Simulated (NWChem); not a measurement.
Two isomers of CrNH₂SOCl, each optimised at PBE0/def2-SVP with NWChem. Flexible species stand in one conformer each, which need not be the lowest. One or both are not confirmed as a minimum by frequencies.

A: [NH2][Cr](=[O])(=[S])[Cl]
B: [OH][Cr](=[NH])(=[S])[Cl]

Question: Which is lower in energy, by how much, and how do their other properties compare?

Answer: A is lower by 15.5 kcal/mol in electronic energy.
```tsv
	A	B
highest occupied level (eV)	-7.77	-7.66
orbital gap (eV)	3.88	3.93
dipole (D)	3.82	3.50
```
